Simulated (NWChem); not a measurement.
BiBr2F; SMILES [F][Bi]([Br])[Br]

Program: NWChem. Coordinates come from a PBE-D3(BJ)/def2-SVP optimisation. def2 effective core potentials on Bi; no spin-orbit coupling. Level MN15/def2-SVP: energy and gradient on several grids; changes count from the extra-fine grid, which is no exact limit either.

| grid | size of the energy change (μHa) | largest change of a gradient component (μHa/bohr) |
|---|---|---|
| xcoarse | 10000 | 6000 |
| coarse | 200 | 300 |
| medium | 10 | < 30 |
| fine | < 10 | < 30 |
| xfine | < 10 | < 30 |
